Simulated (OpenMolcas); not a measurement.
Cu6+: effect of the IPEA shift

* Program: OpenMolcas
* Basis: ANO-RCC-VTZP [6s5p3d2f1g]
* Scalar Hamiltonian: DKH2, point nucleus
* Active space: 11 electrons in 8 orbitals (RAS1 3p, at most 2 holes; RAS2 3d)
* State averaging: 2S+1 = 6 even, 1 root; 2S+1 = 4 even, 24 roots; 2S+1 = 2 even, 53 roots
* Spin-orbit coupling: state interaction with AMFI integrals over the reference wave functions, term energies averaged over their components

Methods on the same reference wave functions:
A. RASSCF
B. MS-RASPT2, IPEA 0 Eh, imaginary shift 0.1 Eh (closed shells correlated: 3s)
C. MS-RASPT2, IPEA 0.25 Eh, imaginary shift 0.1 Eh (closed shells correlated: 3s)

Energies in cm⁻¹ above 3d⁵ ⁶S_5/2, the measured ground level; measured values from the list in Gamrath, thesis, University of Mons (2023).

```
            Level      A      B      C  Measured
       3d⁵ ⁶S_5/2    0.0    0.0    0.0       0.0
       3d⁵ ⁴G_5/2  52021  47300  47610          
       3d⁵ ⁴G_7/2  52165  47430  47750          
      3d⁵ ⁴G_11/2  52207  47470  47780          
       3d⁵ ⁴G_9/2  52251  47510  47830          
       3d⁵ ⁴P_5/2  53844  51980  52340     50732
       3d⁵ ⁴P_3/2  54080  52280  52640     51067
       3d⁵ ⁴P_1/2  54297  52630  52990     51407
       3d⁵ ⁴D_7/2  61928  57050  57410     55742
       3d⁵ ⁴D_1/2  62219  57410  57770     56210
       3d⁵ ⁴D_3/2  62396  57720  58080     56428
       3d⁵ ⁴D_5/2  62422  57790  58150     56427
3d⁵ ²D_5/2 [63 %]  76114  72630  73240          
      3d⁵ ²I_11/2  76119  68890  69420     67757
      3d⁵ ²I_13/2  76483  69210  69740     67918
       3d⁵ ²D_3/2  77685  74060  74640     72227
    3d⁵ ²F_7/2(1)  80031  76190  76800     74408
       3d⁵ ⁴F_9/2  82431  77490  77890     75930
       3d⁵ ⁴F_7/2  82610  77840  78240     76349
       3d⁵ ⁴F_3/2  83132  78440  78860     76886
3d⁵ ²H_9/2 [74 %]  87954  82300  82880     80717
      3d⁵ ²H_11/2  88938  83550  84120     81954
       3d⁵ ²G_7/2  91968  84600  85240     82746
```

Deviations, from unrounded energies. A percentage is the sum of absolute deviations over the sum of measured energies, with the sign that they share, or ± where signs differ.

| Against measurement | Levels | A | B | C |
| --- | --- | --- | --- | --- |
| mean absolute deviation (cm-1) | 17 | 6100 | 1400 | 1900 |
| other terms of the ground configuration (%) | 17 | +9.1 | +2.2 | +2.8 |

B lies closest to measurement on these levels and A furthest from it. The largest miss of B in the table is 3d⁵ ²G_7/2, by +1900 cm-1. The ranking rests on the paired levels alone, and a cruder setting can come out closer through cancelling errors.

Between B and C the level of the table that moves most is 3d⁵ ²G_7/2, by 640 cm-1 (lowest in B, highest in C). Moves below CASPT2's spread within the term are not significant.

The mean deviations of B to C differ by less than CASPT2's widest spread within a term (660 cm-1), so their order carries little weight.

From A to B the spin-free energies of the other terms of 3d⁵ shown, above ⁶S, scale by factors of 0.90 to 0.97.

The lowest spin-free term lies below A's lowest term by 0.364 hartree in B, 0.360 hartree in C.

CASPT2 breaks the degeneracy within a term, and the mean is taken; among the terms shown or strongly mixed into the levels shown the widest spread is 660 cm-1 (3d⁵ ²I, C). Active for correlation alone: 3p; no level in the range computed is led by a configuration that opens it, so any true level of that kind is missing. Without dynamic correlation excited terms often stand tens of per cent too high (terms of higher spin than the ground term too low), and those without a measured partner can miss by more than the paired ones (holds for A). Some levels mix across a computed gap that differs much from the measured one, so their mixing is not that of the real levels (holds for A; C). Computed and measured levels are paired by configuration, term and J; levels that our copy of the source lacks, or whose pairing is in doubt (as where it misses far off the trend of its configuration), stay unpaired and out of the deviations. Only configurations of the active space appear. Levels that lie high or do not pair safely by name in every column are left out.

A share in square brackets marks a mixed level and gives the weight of the term that names it, the lowest over the columns. A number in round brackets counts repeated terms of one configuration in the order of the reference energies.
